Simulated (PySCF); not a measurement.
F3Y, SMILES [F][Y]([F])[F] (connectivity only; charge and spin as stated), charge -1, multiplicity 2.

The structure is a stationary point at PBE-D3(BJ)/def2-SVPD. The geometry has at least one imaginary mode, so it is a saddle point at that level. The spin state was assumed, not searched. The isomer is the one that the SMILES or the coordinates give; other isomers of the formula were not compared. The def2 effective core potentials stand for the cores of Y; spin–orbit coupling is left out.

The numbers are results of PBE-D3(BJ)/def2-SVPD (PySCF), not measurements.

Frequencies are harmonic and unscaled.

Modes within 1.5 cm⁻¹ of each other (mostly degenerate sets) share a row, with their intensities summed.

Computed normal modes with their intensities:
```json
[
 {"mode": "1", "ν (cm⁻¹)": "76i", "IR (km/mol)": "25.9", "moving atoms (share of kinetic energy)": "F 61 %, Y 39 %"},
 {"mode": "2–3", "ν (cm⁻¹)": "118", "IR (km/mol)": "6.6", "moving atoms (share of kinetic energy)": "F 87 %, Y 13 %"},
 {"mode": "4", "ν (cm⁻¹)": "481", "IR (km/mol)": "0.0", "moving atoms (share of kinetic energy)": "F 100 %"},
 {"mode": "5–6", "ν (cm⁻¹)": "505", "IR (km/mol)": "253.9", "moving atoms (share of kinetic energy)": "F 74 %, Y 26 %"}
]
```
